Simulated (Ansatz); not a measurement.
`[OH][Al]([OH])[SiH3]`, relaxed with RKS PBE0-D4/def2-TZVP in the Gaussian-basis code of Ansatz from a PBE-D4/def2-SVP geometry. The force threshold is 0.005 eV/Å; the program also tests the step.

The species carries charge 0 and has multiplicity 1.

Start:

```xyz
9

O     0.807   -1.619   -1.141
Al    0.640   -0.196   -0.192
O     1.948    0.775    0.355
Si   -1.604    0.491    0.445
H     1.635   -2.020   -1.447
H     2.892    0.631    0.190
H    -1.859    0.210    1.906
H    -2.653   -0.242   -0.349
H    -1.805    1.970    0.234
```

```json
{"step": "1", "energy (eV)": "-18644.5801", "largest force (eV/Å)": "0.571", "largest move (Å)": "0.000"}
{"step": "2", "energy (eV)": "-18644.6111", "largest force (eV/Å)": "0.234", "largest move (Å)": "0.027"}
{"step": "3", "energy (eV)": "-18644.6160", "largest force (eV/Å)": "0.071", "largest move (Å)": "0.029"}
{"step": "4", "energy (eV)": "-18644.6170", "largest force (eV/Å)": "0.037", "largest move (Å)": "0.021"}
{"step": "5", "energy (eV)": "-18644.6172", "largest force (eV/Å)": "0.005", "largest move (Å)": "0.008"}
```

End:

```xyz
9

O     0.821   -1.602   -1.124
Al    0.638   -0.198   -0.192
O     1.934    0.754    0.339
Si   -1.606    0.491    0.444
H     1.644   -1.981   -1.427
H     2.863    0.600    0.177
H    -1.848    0.212    1.888
H    -2.647   -0.230   -0.338
H    -1.798    1.953    0.234
```

Hardware: 2 threads of an Arm Neoverse V1 on a shared host. Wall time 23 s, peak host memory 0.34 GiB.
